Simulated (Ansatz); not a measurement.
The cluster Na₅H₄⁺, 9 atoms. Hardware: 4 threads of Intel Xeon 6975P-C on a shared host.

Correlated methods freeze 5 core orbitals; core or outer-core shells of Na are correlated, in sets that lack core-valence functions.

How many basis functions does each of these Ansatz runs have, and roughly what does it cost? LDA (SPW92)/def2-TZVP, charge 1 singlet, energy, from earlier orbitals; PBE0-D4/def2-TZVP, charge 1 singlet, energy, from earlier orbitals; PBE-D4/def2-TZVP, charge 1 triplet at the geometry of the charge 1 singlet, energy, from earlier orbitals; PBE-D4/def2-TZVP, charge 0 doublet at the geometry of the charge 1 singlet, energy, from earlier orbitals; r2SCAN-D4/def2-TZVP, charge 1 triplet at the geometry of the charge 1 singlet, energy, from earlier orbitals; BLYP-D4/def2-TZVP, charge 1 singlet, energy, from earlier orbitals; PBE0-D4/def2-SVP, charge 1 singlet, energy with a search over starts; B2PLYP/def2-TZVP, charge 1 singlet, energy, from earlier orbitals; PBE0-D4/def2-TZVP, charge 0 doublet at the geometry of the charge 1 singlet, energy, from earlier orbitals; HF/6-31G, charge 1 singlet, energy; PBE-D4/def2-TZVP, charge 1 singlet, energy and forces, from earlier orbitals; CCSD(T)/def2-SVP, charge 1 singlet, energy, from earlier orbitals.

Other jobs shared the machine, so times can vary by a factor of up to 3. A dash marks memory too small to be measured apart from the calling script's.

```tsv
run	functions	fitting or Cholesky vectors	wall time	peak host memory (GiB)
HF/6-31G, charge 1 singlet, energy	73	788	0.25 s	–
LDA (SPW92)/def2-TZVP, charge 1 singlet, energy, from earlier orbitals	184	1561	0.65 s	–
PBE0-D4/def2-SVP, charge 1 singlet, energy with a search over starts	95	879	1.1 s	–
BLYP-D4/def2-TZVP, charge 1 singlet, energy, from earlier orbitals	184	1561	1.2 s	–
PBE-D4/def2-TZVP, charge 1 singlet, energy and forces, from earlier orbitals	184	1561	1.3 s	–
PBE0-D4/def2-TZVP, charge 1 singlet, energy, from earlier orbitals	184	1606	1.4 s	0.57
B2PLYP/def2-TZVP, charge 1 singlet, energy, from earlier orbitals	184	1627	2.2 s	–
CCSD(T)/def2-SVP, charge 1 singlet, energy, from earlier orbitals	95	879	3.2 s	–
PBE-D4/def2-TZVP, charge 0 doublet at the geometry of the charge 1 singlet, energy, from earlier orbitals	184	1561	4.2 s	0.59
PBE0-D4/def2-TZVP, charge 0 doublet at the geometry of the charge 1 singlet, energy, from earlier orbitals	184	1606	4.9 s	0.84
r2SCAN-D4/def2-TZVP, charge 1 triplet at the geometry of the charge 1 singlet, energy, from earlier orbitals	184	1561	6 s	–
PBE-D4/def2-TZVP, charge 1 triplet at the geometry of the charge 1 singlet, energy, from earlier orbitals	184	1561	6.5 s	0.58
```
